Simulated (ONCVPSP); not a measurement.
# PBE ONCV dataset for niobium, fully relativistic all-electron reference.

| Item | Value |
| --- | --- |
| Element | niobium (Nb) |
| Generator | ONCVPSP 4.0.1 |
| Type | optimised norm-conserving Vanderbilt (ONCV) |
| Functional | PBE |
| Relativity | fully relativistic |
| Frozen core | [Ar] 3d10 |
| Valence charge | 13 |
| Reference configuration | 4s2 4p6 4d4 5s0.75 5p0.25 |
| Partial waves | 4s+5s: rc 2.15 bohr, ncon 3, nbas 8, qcut 7 1/bohr, 2 projectors; 4p+5p: rc 2.10 bohr, ncon 5, nbas 8, qcut 7.9 1/bohr, 2 projectors; 4d: rc 2.30 bohr, ncon 4, nbas 9, qcut 7.4 1/bohr, 2 projectors, debl 2.4 Ha; f scattering state at 0.08 Ha: rc 1.85 bohr, ncon 3, nbas 7, qcut 6.4 1/bohr, 3 projectors, debl 1.4 Ha |
| Local potential | polynomial inside 1.65 bohr (lpopt 4, dvloc0 -1 Ha) |
| Core correction | Teter function, fcfact 5.5, rcfact 1.5 |

Open shells are filled in proportion to 2j + 1.

- Cutoffs needed: 16 Ha and 22 Ha (the cutoffs (Ha) at which the residual kinetic energy of the hardest occupied pseudo-wave falls to 1 and 0.1 mHa per electron)
- Ghost test: no bound ghost flagged; no localised positive-energy state flagged
- Configuration tests: 1 of 4 tests not solved or not reliable
- rms error of d²Exc/dni dnj: 5.68 mHa without and 2.82 mHa with the model core
